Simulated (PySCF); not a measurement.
First SCF of a structure search on triplet CoOF, at a hand-made bent geometry. PySCF input:

```python
from pyscf import gto, scf, dft
mol = gto.M(atom='''
Co     0.000000     0.000000     0.000000
O     -1.310600     0.000000     0.917700
F      1.433500     0.000000     1.003800''',
    basis={'Co': 'def2-TZVP', 'O': 'def2-TZVP', 'F': 'def2-TZVP'},
    charge=0, spin=2)
mf = dft.UKS(mol, xc='PBE0')
mf.grids.atom_grid = (50, 194)
aux = {'Co': 'def2-universal-JKFIT', 'O': 'def2-universal-JKFIT', 'F': 'def2-universal-JKFIT'}
mf = mf.density_fit(auxbasis=aux)
mf.conv_tol = 1e-08
mf.diis_space = 10
mf.max_cycle = 60
mf.init_guess = 'minao'
mf.verbose = 4
mf.kernel()
```

Excerpt of the output (cycles alone):

```
init E= -1556.49196462031
cycle= 1 E= -1541.23170944546  delta_E= 15.3  |g|= 5.67  |ddm|= 6.71
cycle= 2 E= -1491.51624006464  delta_E= 49.7  |g|= 13.6  |ddm|= 11.9
cycle= 3 E= -1539.51382646422  delta_E=  -48  |g|= 8.48  |ddm|= 7.99
cycle= 4 E= -1535.52837017315  delta_E= 3.99  |g|= 7.42  |ddm|= 2.84
cycle= 5 E= -1543.59055822664  delta_E= -8.06  |g|= 6.59  |ddm|= 2.56
cycle= 6 E= -1546.93394001447  delta_E= -3.34  |g|= 5.57  |ddm|= 3.54
cycle= 7 E= -1551.5413948955  delta_E= -4.61  |g|= 4.58  |ddm|= 1.62
cycle= 8 E= -1550.09695952185  delta_E= 1.44  |g|= 4.52  |ddm|= 1.51
cycle= 9 E= -1554.52140478949  delta_E= -4.42  |g|= 3.47  |ddm|= 0.95
cycle= 10 E= -1554.48348689224  delta_E= 0.0379  |g|= 3.45  |ddm|= 0.328
cycle= 11 E= -1555.04848703665  delta_E= -0.565  |g|= 3.24  |ddm|= 0.372
cycle= 12 E= -1539.27391374297  delta_E= 15.8  |g|= 5.69  |ddm|= 11.4
cycle= 13 E= -1554.41101063078  delta_E= -15.1  |g|= 3.52  |ddm|= 11.4
... 28 lines left out ...
cycle= 42 E= -1557.44377445267  delta_E= -5.63e-06  |g|= 0.00023  |ddm|= 0.0177
cycle= 43 E= -1557.44377621175  delta_E= -1.76e-06  |g|= 0.000221  |ddm|= 0.01
cycle= 44 E= -1557.44377663295  delta_E= -4.21e-07  |g|= 0.000207  |ddm|= 0.00316
cycle= 45 E= -1557.4437769169  delta_E= -2.84e-07  |g|= 0.000154  |ddm|= 0.00367
cycle= 46 E= -1557.44377707409  delta_E= -1.57e-07  |g|= 0.000121  |ddm|= 0.0027
cycle= 47 E= -1557.44377713377  delta_E= -5.97e-08  |g|= 4.08e-05  |ddm|= 0.00108
cycle= 48 E= -1557.44377714898  delta_E= -1.52e-08  |g|= 4.78e-05  |ddm|= 0.00113
cycle= 49 E= -1557.4437771567  delta_E= -7.72e-09  |g|= 1.77e-05  |ddm|= 0.000294
Extra cycle  E= -1557.44377715755  delta_E= -8.5e-10  |g|= 4.31e-05  |ddm|= 5.2e-05
converged SCF energy = -1557.44377715755  <S^2> = 2.4841164  2S+1 = 3.3070327
```

This is not the lowest solution: another start and a stability analysis within the same unrestricted form found one 20.3 kJ/mol lower, at -1557.45149 Eh.

Open d and f shells are described by one determinant, and the ground state may have another occupation or spin.

The search for the lowest solution, 3 starts and the stability check together, took 20 s on 4 threads of a shared Arm Neoverse V2 host, with 107 basis functions; the process peaked at 0.48 GiB. Launch command: `OMP_NUM_THREADS=4 python axn.py task.json out`.
